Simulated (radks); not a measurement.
Isoelectronic series with 13 electrons, each ion in its NIST ground configuration. Method: Dirac Kohn-Sham, PBEsol, spin-unpolarised, spherical densities, point nucleus; open shells fill j = l - 1/2 first; computed with a radial shooting solver on a logarithmic mesh with Libxc functionals. Total energies (hartree) and mean radii <r> (bohr) (* marks an orbital that is empty in some or all of the ions):

| ion | configuration | E (hartree) | 3p3/2* | 3p1/2 | 3s1/2 | 2p3/2 | 2p1/2 |
|---|---|---|---|---|---|---|---|
| Al | [Ne] 3s2 3p1 | -242.19676 | 3.438 | 3.429 | 2.547 | 0.6046 | 0.6024 |
| Si+ | [Ne] 3s2 3p1 | -289.01655 | 2.456 | 2.450 | 2.059 | 0.5383 | 0.5361 |
| P2+ | [Ne] 3s2 3p1 | -340.25722 | 1.971 | 1.965 | 1.744 | 0.4853 | 0.4830 |
| S3+ | [Ne] 3s2 3p1 | -395.91199 | 1.663 | 1.659 | 1.521 | 0.4418 | 0.4396 |
| Cl4+ | [Ne] 3s2 3p1 | -455.98159 | 1.447 | 1.442 | 1.352 | 0.4056 | 0.4033 |
| K6+ | [Ne] 3s2 3p1 | -589.38570 | 1.155 | 1.151 | 1.112 | 0.3485 | 0.3461 |
| Ca7+ | [Ne] 3s2 3p1 | -662.73554 | 1.052 | 1.047 | 1.022 | 0.3256 | 0.3231 |
| Sc8+ | [Ne] 3s2 3p1 | -740.52987 | 0.9657 | 0.9613 | 0.9461 | 0.3055 | 0.3030 |
| Ti9+ | [Ne] 3s2 3p1 | -822.77959 | 0.8933 | 0.8889 | 0.8811 | 0.2878 | 0.2852 |
| V10+ | [Ne] 3s2 3p1 | -909.49660 | 0.8314 | 0.8268 | 0.8246 | 0.2720 | 0.2693 |
| Cr11+ | [Ne] 3s2 3p1 | -1000.69370 | 0.7776 | 0.7730 | 0.7750 | 0.2578 | 0.2551 |
| Mn12+ | [Ne] 3s2 3p1 | -1096.38458 | 0.7306 | 0.7259 | 0.7311 | 0.2451 | 0.2422 |
| Fe13+ | [Ne] 3s2 3p1 | -1196.58377 | 0.6890 | 0.6843 | 0.6920 | 0.2335 | 0.2306 |
| Co14+ | [Ne] 3s2 3p1 | -1301.30667 | 0.6520 | 0.6472 | 0.6568 | 0.2230 | 0.2200 |
| Ni15+ | [Ne] 3s2 3p1 | -1410.56949 | 0.6188 | 0.6139 | 0.6251 | 0.2134 | 0.2103 |
| Cu16+ | [Ne] 3s2 3p1 | -1524.38927 | 0.5889 | 0.5838 | 0.5962 | 0.2046 | 0.2014 |
| Zn17+ | [Ne] 3s2 3p1 | -1642.78392 | 0.5617 | 0.5566 | 0.5699 | 0.1965 | 0.1932 |
| Ga18+ | [Ne] 3s2 3p1 | -1765.77217 | 0.5370 | 0.5317 | 0.5458 | 0.1890 | 0.1856 |
| Ge19+ | [Ne] 3s2 3p1 | -1893.37363 | 0.5143 | 0.5090 | 0.5236 | 0.1820 | 0.1786 |

Estimate the row of Ar5+ ([Ne] 3s2 3p1).

Answer. E (hartree) -520.47054; 3p3/2* 1.283; 3p1/2 1.279; 3s1/2 1.219; 2p3/2 0.3748; 2p1/2 0.3725.
